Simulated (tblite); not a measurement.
C₅H₈GeO₂S.
Numbering: `[O:1]=[CH:2][O:3]/[CH:4]=[C:5]1/[CH2:6][CH2:7][S:8][GeH2:9]1` (hydrogens: H10 on C2; H11 on C4; H12, H13 on C6; H14, H15 on C7; H16, H17 on Ge9)

Computed with GFN2-xTB (tblite), gas phase: L-BFGS steps from a force-field or distance-geometry start until the largest atomic force falls under 0.01 eV/Å.

Step 26: E = -764.3627 eV
```
atom  x, y, z in Å  |  force x, y, z in eV/Å
O1      1.9578    1.7766   -0.3659    0.308  -0.293   0.171
C2      2.6964    0.9455    0.1032   -0.148   0.202  -0.092
O3      2.4584   -0.3315    0.2989    0.039   0.151  -0.058
C4      1.2354   -0.8844   -0.0656   -0.005   0.039   0.033
C5      0.0665   -0.2676   -0.0180    0.001  -0.044  -0.019
C6     -1.1982   -0.9627   -0.4018   -0.081  -0.058  -0.053
C7     -2.1407   -0.9422    0.7903   -0.043  -0.037  -0.009
S8     -2.3412    0.7488    1.4893   -0.091   0.004  -0.019
Ge9    -0.3534    1.4760    0.8060    0.174   0.122  -0.130
H10     3.7232    1.1770    0.4315    0.012  -0.042  -0.043
H11     1.3636   -1.9117   -0.3922    0.046   0.065  -0.047
H12    -1.6470   -0.4245   -1.2430   -0.048   0.025   0.041
H13    -1.0261   -1.9961   -0.7110    0.030  -0.026   0.016
H14    -3.1424   -1.2641    0.5163   -0.036  -0.019  -0.002
H15    -1.7582   -1.5953    1.5739   -0.033   0.053   0.071
H16     0.5622    1.8155    1.9639   -0.079  -0.003   0.020
H17    -0.4631    2.6532   -0.1362   -0.046  -0.138   0.120
```

Step 27: E = -764.3663 eV
```
atom  x, y, z in Å  |  force x, y, z in eV/Å
O1      1.9766    1.7752   -0.3767   -0.102   0.063  -0.035
C2      2.7006    0.9464    0.1011    0.092   0.008   0.036
O3      2.4591   -0.3260    0.3027    0.002  -0.049  -0.036
C4      1.2395   -0.8836   -0.0680   -0.056   0.027   0.059
C5      0.0674   -0.2733   -0.0153   -0.018   0.050  -0.008
C6     -1.2018   -0.9603   -0.4005   -0.006  -0.037  -0.024
C7     -2.1447   -0.9428    0.7906   -0.029  -0.012   0.019
S8     -2.3511    0.7504    1.4903    0.002  -0.027  -0.078
Ge9    -0.3551    1.4712    0.8052    0.129   0.080  -0.063
H10     3.7220    1.1749    0.4335    0.173  -0.029   0.021
H11     1.3702   -1.9114   -0.3916    0.057   0.066  -0.061
H12    -1.6522   -0.4128   -1.2333   -0.040   0.018  -0.010
H13    -1.0219   -1.9885   -0.7164   -0.030  -0.085  -0.004
H14    -3.1446   -1.2696    0.5173   -0.046  -0.014  -0.009
H15    -1.7596   -1.5916    1.5752   -0.027   0.030   0.094
H16     0.5597    1.8122    1.9634   -0.075   0.005   0.013
H17    -0.4710    2.6419   -0.1378   -0.028  -0.094   0.086
```

Task: Estimate the geometry and energy of step 28. (The exact step hangs on the optimiser's Hessian estimate; all steps are aligned on step 27, rigid shifts and turns removed.)

Result: E = -764.3685 eV, largest force 0.129 eV/Å
```
atom  x, y, z in Å  |  force x, y, z in eV/Å
O1      1.9727    1.7747   -0.3744   -0.031   0.023   0.003
C2      2.7000    0.9467    0.1023    0.068   0.007   0.010
O3      2.4594   -0.3268    0.3025   -0.010  -0.008  -0.036
C4      1.2382   -0.8834   -0.0663   -0.022   0.021   0.037
C5      0.0665   -0.2723   -0.0165   -0.021   0.033  -0.013
C6     -1.2022   -0.9619   -0.4019    0.001  -0.025  -0.007
C7     -2.1445   -0.9435    0.7905   -0.024  -0.007   0.012
S8     -2.3489    0.7499    1.4895    0.020  -0.008  -0.083
Ge9    -0.3508    1.4739    0.8030    0.069   0.011  -0.021
H10     3.7238    1.1746    0.4322    0.126  -0.025   0.006
H11     1.3697   -1.9100   -0.3935    0.052   0.063  -0.050
H12    -1.6526   -0.4153   -1.2359   -0.036   0.004   0.007
H13    -1.0222   -1.9917   -0.7150   -0.025  -0.058  -0.004
H14    -3.1450   -1.2686    0.5170   -0.041  -0.018  -0.002
H15    -1.7596   -1.5919    1.5763   -0.033   0.034   0.074
H16     0.5583    1.8145    1.9644   -0.062   0.003   0.018
H17    -0.4696    2.6431   -0.1347   -0.032  -0.052   0.047
```

The energy changes by -0.0022 eV. The first-order estimate −F·Δx gives -0.0028 eV and the mean of the old and new forces, exact on a quadratic surface, -0.0022 eV. The step makes an angle of 54° with the force vector and moves no atom by more than 0.006 Å.

What follows is the cost of the whole relaxation. The run took 1.1 s wall on one thread, Intel Xeon (x86_64), no GPU, shared host with 64 logical CPUs at a one-minute load of 61.
